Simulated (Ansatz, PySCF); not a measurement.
CH5GaO, singlet, geometry from GFN2-xTB (such geometries of metal compounds can be far from the true shape), with bond 6-3 at 2.4 times its length. Base run: PySCF with CASSCF(4,6)/6-31G.

The PySCF input:
```python
from pyscf import gto, scf, mcscf
import numpy

mol = gto.M(
    atom='''
Ga   -0.29015306   -0.17784590   -0.10974113
H    -1.55389704   -0.97314859   -0.57907119
C     0.31064779    1.70772616   -0.51570135
H     1.29737702    1.66668288   -0.98065854
H     0.40623268    2.25324780    0.42492289
H    -1.32766829    2.99842886   -2.09302513
O     0.79128380   -1.01501636    0.92525487
H     1.02285904   -1.80530429    1.40187055
''',
    basis='6-31g',
    verbose=4,
)

mf = scf.RHF(mol)
mf.kernel()
mc = mcscf.CASSCF(mf, 6, 4)
mc.fix_spin_(ss=0.0)
mc.kernel()
occ = numpy.linalg.eigvalsh(mc.fcisolver.make_rdm1(mc.ci, mc.ncas, mc.nelecas))[::-1]
ss = mc.fcisolver.spin_square(mc.ci, mc.ncas, mc.nelecas)[0]
print('natural occupations', occ.round(4), ' <S^2>', round(ss, 4))
```

Programs used: Ansatz (an electronic-structure program), PySCF; a row that names a program was run with it.

Each row names what was changed in the base input (with any setting that the change needs).

| change | ΔE vs base (mEh) | natural occupations | <S^2> of the state |
|---|---|---|---|
| base | 0.000 | 1.97 1.48 0.52 0.03 0.00 0.00 | 0.00 |
| active space = 4 electrons, 4 orbitals | 7.287 | 1.97 1.49 0.51 0.03 | 0.00 |
| active space = 6 electrons, 8 orbitals | -13.046 | 1.99 1.97 1.48 0.51 0.03 0.01 0.00 0.00 | 0.00 |
| active space = 10 electrons, 8 orbitals | -24.019 | 2.00 2.00 1.98 1.98 1.47 0.53 0.02 0.02 | 0.00 |
| fix_spin_ = off | 0.000 | 1.97 1.48 0.52 0.03 0.00 0.00 | 0.00 |
| code = ansatz; correction = SC-NEVPT2, all electrons | -441.8 | - | - |
| orbitals = fixed (CASCI); correction = SC-NEVPT2 | -410.3 | 2.00 1.54 0.46 0.00 0.00 0.00 | 0.00 |
| solver = newton | 0.000 | 1.97 1.48 0.52 0.03 0.00 0.00 | 0.00 |
| correction = SC-NEVPT2 | -417.8 | 1.97 1.48 0.52 0.03 0.00 0.00 | 0.00 |
| conv_tol = 1e-5 | 0.000 | 1.97 1.48 0.52 0.03 0.00 0.00 | 0.00 |
| start = MP2 natural orbitals | 0.000 | 1.97 1.48 0.52 0.03 0.00 0.00 | 0.00 |

Active orbitals are taken around the Fermi level unless the row says otherwise; CASSCF can end in different local minima, and two programs can end on different orbitals. State-averaged rows give the lowest state.
